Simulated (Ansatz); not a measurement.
Mulliken charges of `[Cl][Al]1[BH][NH]1` from ωB97M-V/def2-TZVPP in Ansatz (PBE0-D4/def2-TZVP geometry).

```tsv
atom	x (Å)	y (Å)	z (Å)	charge (e)
Cl1	-1.338	-2.747	0.603	-0.197
Al2	-0.301	-1.115	-0.184	0.212
B3	0.623	0.554	-0.744	0.030
N4	-0.060	0.545	0.482	-0.251
H5	1.252	1.377	-1.332	0.106
H6	-0.134	1.322	1.129	0.100
```

Task: By hand: the dipole of these point charges (1 e Å = 4.8032 D).

Result: Σ q r = (0.353, 0.463, -0.329) e Å, of length 0.669 e Å = 3.21 D.

Task: How does the dipole of the full density compare? (Best estimate.)

Result: Computed: (0.004, 0.187, 0.117) e Å, 1.06 D; the point charges give 3.03 times that, at 70° from its direction.

Point charges leave out the atoms' own dipoles, such as those of lone pairs, and Mulliken's split depends on the basis, so the two needn't agree.
